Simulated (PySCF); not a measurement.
**Removal energies of Bi⁷³⁺ from EOM-IP-GCCSD**

Reference: closed-shell Bi⁷³⁺, [Ne]; one electron is removed. Calculated with PySCF 2.14, two-component X2C-1e with screened spin-orbit coupling, an even-tempered Gaussian basis (16 s from 15 bohr⁻², ratio 2.6; 14 p from 20 bohr⁻², ratio 2.6; 6 d from 20 bohr⁻², ratio 2.8; 3 f from 420 bohr⁻², ratio 2.8); frozen 1s2; the 50 highest virtual spinors dropped; of the others 52 kept and the rest restored at second order. No Breit or QED terms. Binding energies in eV.

```tsv
level	Koopmans	second order	EOM-CCSD
2s1/2	23127.0	23123.3	23123.3
2p1/2	22554.4	22551.2	22551.2
2p3/2	20153.7	20151.9	20151.9
```

For comparison, the ionisation energy of Bi⁷³⁺ is 20130 ± 90 eV (theoretical estimate listed by NIST; NIST Atomic Spectra Database, ionization energies).
